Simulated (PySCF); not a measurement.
**Radial density of Sn²⁺ (tin, charge +2)**

HSE06, [Kr] 4d10 5s1 5p1, high-spin 3P determinant (an excited configuration). Computed with PySCF 2.14 in x2c-QZVPPall (13s9p7d4f1g, 112 functions), with scalar relativity by spin-free X2C-1e.

```csv
r (bohr),4πr²ρ (e/bohr),4πr²(ρα − ρβ)
0.0304,58.72,0.0084
0.0511,59.97,0.0235
0.0859,82.29,0.0362
0.145,61.26,-0.0152
0.243,66.74,0.0818
0.409,36.95,0.0027
0.688,22.52,0.1774
1.16,13.88,0.0543
1.95,2.568,1.0852
3.27,0.4659,0.4399
5.51,0.01424,0.0142
```

Densities and radii are taken from the X2C orbitals without a picture-change correction, which distorts them close to the nucleus.

Problem. Where is the radial spin density 4πr²(ρα − ρβ) most negative, and why is it negative at all?

Solution. Around r = 0.145 bohr, down to -0.0152 e/bohr: exchange with the open shell polarises the paired shells in an unrestricted calculation.
